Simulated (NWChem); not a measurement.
The numbers come from NWChem runs, not from measurements. System: C2H4F, charge 0, spin multiplicity 2, at a geometry optimised with UPBE0/def2-SVP. The structure started from a generated list of species. Its SCF solution wasn't tested for a lower state. Level: UBHandHLYP/def2-TZVP.

The NWChem input:

```
start mol
memory heap 200 mb stack 900 mb global 1100 mb
geometry units angstroms nocenter noautoz noautosym
  C     -1.150965     0.170913    -0.297810
  C      0.306852     0.377599    -0.206943
  F      0.991473    -0.555535     0.462695
  H     -1.601706     0.925057    -0.958707
  H     -1.649479     0.245805     0.689765
  H     -1.383248    -0.828931    -0.700066
  H      0.775856     1.366808    -0.166726
end
basis spherical
  * library def2-tzvp
end
dft
  xc bhlyp
  odft
  mult 2
  semidirect memsize 60000000 filesize 0
  iterations 100
end
task dft energy
```

Output (cleaned and shortened):

```
             Northwest Computational Chemistry Package (NWChem) 7.3.0
             --------------------------------------------------------

                                NWChem Input Module
                                -------------------

 Scaling coordinates for geometry "geometry" by  1.889725989
 (inverse scale =  0.529177249)

                             Geometry "geometry" -> ""
                             -------------------------

 Output coordinates in angstroms (scale by  1.889725989 to convert to a.u.)

  No.       Tag          Charge          X              Y              Z
 ---- ---------------- ---------- -------------- -------------- --------------
    1 C                    6.0000    -1.15096500     0.17091300    -0.29781000
    2 C                    6.0000     0.30685200     0.37759900    -0.20694300
    3 F                    9.0000     0.99147300    -0.55553500     0.46269500
    4 H                    1.0000    -1.60170600     0.92505700    -0.95870700
    5 H                    1.0000    -1.64947900     0.24580500     0.68976500
    6 H                    1.0000    -1.38324800    -0.82893100    -0.70006600
    7 H                    1.0000     0.77585600     1.36680800    -0.16672600

 Effective nuclear repulsion energy (a.u.)      72.3906728944

            Nuclear Dipole moment (a.u.)
            ----------------------------
        X                 Y               Z
 ---------------- ---------------- ----------------
     0.0000037795    -0.0000075589     0.0000056692


 Summary of "ao basis" -> "" (spherical)
 ------------------------------------------------------------------------------
       Tag                 Description            Shells   Functions and Types
 ---------------- ------------------------------  ------  ---------------------
 *                         def2-tzvp                  on all atoms

                                 NWChem DFT Module
                                 -----------------

 Summary of "ao basis" -> "ao basis" (spherical)
 ------------------------------------------------------------------------------
       Tag                 Description            Shells   Functions and Types
 ---------------- ------------------------------  ------  ---------------------
 C                         def2-tzvp                11       31   5s3p2d1f
 F                         def2-tzvp                11       31   5s3p2d1f
 H                         def2-tzvp                 4        6   3s1p

 Summary of "ao basis" -> "ao basis" (spherical)
 ------------------------------------------------------------------------------
       Tag                 Description            Shells   Functions and Types
 ---------------- ------------------------------  ------  ---------------------
 C                         def2-tzvp                11       31   5s3p2d1f
 F                         def2-tzvp                11       31   5s3p2d1f
 H                         def2-tzvp                 4        6   3s1p

            General Information
            -------------------
          SCF calculation type: DFT
          Wavefunction type:  spin polarized.
          No. of atoms     :     7
          No. of electrons :    25
           Alpha electrons :    13
            Beta electrons :    12
          Charge           :     0
          Spin multiplicity:     2
          Use of symmetry is: off; symmetry adaption is: off
          Maximum number of iterations: 100
          AO basis - number of functions:   117
[...]
   113     -0.199137  7 H  s                  9      0.182244  1 C  px
    69      0.181646  3 F  py                72      0.150175  3 F  py
    74      0.145110  3 F  px                38     -0.139918  2 C  py

 Vector   13  Occ=0.000000D+00  E= 7.388029D-03
              MO Center=  1.9D-01,  3.1D-01, -3.6D-01, r^2= 2.3D+00
   Bfn.  Coefficient  Atom+Function         Bfn.  Coefficient  Atom+Function
  ----- ------------  ---------------      ----- ------------  ---------------
   102     -0.558164  5 H  s                 45      0.515997  2 C  pz
    36     -0.387074  2 C  s                 39      0.310082  2 C  pz
     5      0.281057  1 C  s                 42      0.259521  2 C  pz
   108      0.258483  6 H  s                114      0.237951  7 H  s
    43     -0.213093  2 C  px                76     -0.201404  3 F  pz

 Vector   14  Occ=0.000000D+00  E= 7.965003D-02
              MO Center= -1.5D+00,  3.4D-01, -3.3D-01, r^2= 5.8D+00
   Bfn.  Coefficient  Atom+Function         Bfn.  Coefficient  Atom+Function
  ----- ------------  ---------------      ----- ------------  ---------------
     5      6.200764  1 C  s                 96     -2.018704  4 H  s
   108     -1.966569  6 H  s                102     -1.927194  5 H  s
    36     -1.637759  2 C  s                 43      0.906190  2 C  px
   114     -0.663436  7 H  s                 44      0.487930  2 C  py
     4     -0.414998  1 C  s                  3      0.271328  1 C  s

 Vector   15  Occ=0.000000D+00  E= 1.141337D-01
              MO Center=  2.3D-01,  1.1D+00, -3.3D-01, r^2= 6.1D+00
   Bfn.  Coefficient  Atom+Function         Bfn.  Coefficient  Atom+Function
  ----- ------------  ---------------      ----- ------------  ---------------
    36      3.092271  2 C  s                114     -2.667976  7 H  s
     5     -2.240895  1 C  s                108      1.226230  6 H  s
    44      0.908257  2 C  py                12     -0.722463  1 C  px
   102      0.601193  5 H  s                 96     -0.593760  4 H  s
   113      0.356300  7 H  s                 35      0.343966  2 C  s

   alpha - beta orbital overlaps
   -----------------------------

   alpha      1      2      3      4      5      6      7      8      9     10
    beta      1      2      3      4      5      6      7      9      8     10
 overlap   1.000  1.000  1.000  1.000  0.993  0.989  0.987  0.916  0.928  0.978

   alpha     11     12     13     14     15     16     17     18     19     20
    beta     11     12     13     14     15     16     17     18     19     20
 overlap   0.983  0.999  0.957  0.998  0.996  0.991  0.869  0.865  0.990  0.794

   alpha     21     22     23     24     25     26     27     28     29     30
    beta     21     22     23     24     25     26     27     28     29     30
 overlap   0.772  0.811  0.959  0.936  0.986  0.988  0.978  0.990  0.996  0.986

   alpha     31     32     33     34     35     36     37     38     39     40
    beta     31     32     33     34     35     36     38     37     39     40
 overlap   0.984  0.998  0.997  0.997  0.998  0.988  0.771  0.782  0.996  0.995

   alpha     41     42     43     44     45     46     47     48     49     50
    beta     41     42     43     44     45     46     47     48     49     50
 overlap   0.988  0.988  0.990  0.998  0.998  0.947  0.781  0.824  0.996  0.981

   alpha     51     52     53     54     55     56     57     58     59     60
    beta     51     52     53     54     55     56     57     58     59     60
 overlap   0.994  0.999  0.999  0.998  0.943  0.944  0.998  1.000  0.998  0.998

   alpha     61     62     63     64     65     66     67     68     69     70
    beta     61     62     63     64     65     66     67     68     69     70
 overlap   0.992  0.989  0.993  0.999  0.999  0.991  0.989  0.999  0.999  1.000

   alpha     71     72     73     74     75     76     77     78     79     80
    beta     71     72     73     74     75     76     77     78     79     80
 overlap   0.996  0.998  0.992  0.992  0.996  0.984  0.920  0.904  0.978  0.982

   alpha     81     82     83     84     85     86     87     88     89     90
    beta     81     82     83     84     85     86     87     88     89     90
 overlap   0.988  0.996  0.974  0.981  0.992  0.993  0.971  0.975  0.999  0.999

   alpha     91     92     93     94     95     96     97     98     99    100
    beta     91     92     93     94     95     96     97     98     99    100
 overlap   0.974  0.974  0.999  0.999  1.000  1.000  1.000  0.999  0.998  0.999

   alpha    101    102    103    104    105    106    107    108    109    110
    beta    101    102    103    104    105    106    107    108    109    110
 overlap   1.000  1.000  0.999  0.999  1.000  1.000  1.000  0.999  0.999  1.000

   alpha    111    112    113    114    115    116    117
    beta    111    112    113    114    115    116    117
 overlap   1.000  1.000  1.000  1.000  0.999  0.999  1.000

     --------------------------
     Expectation value of S2:
     --------------------------
      <S2> =      0.7553 (Exact =     0.7500)

 center of mass
 --------------
 x =   0.19360570 y =  -0.09040937 z =   0.06384074

 moments of inertia (a.u.)
 ------------------
          67.262108227448          38.858494386717         -46.961102704299
          38.858494386717         180.663282733852          24.010526518096
         -46.961102704299          24.010526518096         194.219611600553

     Multipole analysis of the density
     ---------------------------------

     L   x y z        total         alpha         beta         nuclear
     -   - - -        -----         -----         ----         -------
     0   0 0 0     -0.000000    -13.000000    -12.000000     25.000000

     1   1 0 0     -0.478038     -0.501401      0.023359      0.000004
     1   0 1 0      0.432903     -0.036575      0.469486     -0.000008
     1   0 0 1     -0.150726      0.218660     -0.369392      0.000006

     2   2 0 0    -13.848088    -52.926110    -50.777136     89.855158
     2   1 1 0      0.774166      9.448254      9.618064    -18.292152
     2   1 0 1     -0.059670    -12.146346    -13.057823     25.144499
     2   0 2 0    -13.108083    -20.178636    -18.925963     25.996516
     2   0 1 1      0.192421      6.346584      6.175018    -12.329181
     2   0 0 2    -14.066506    -16.477158    -14.118598     16.529250

 Task  times  cpu:       19.0s     wall:       19.0s

 Total times  cpu:       19.1s     wall:       19.1s
```
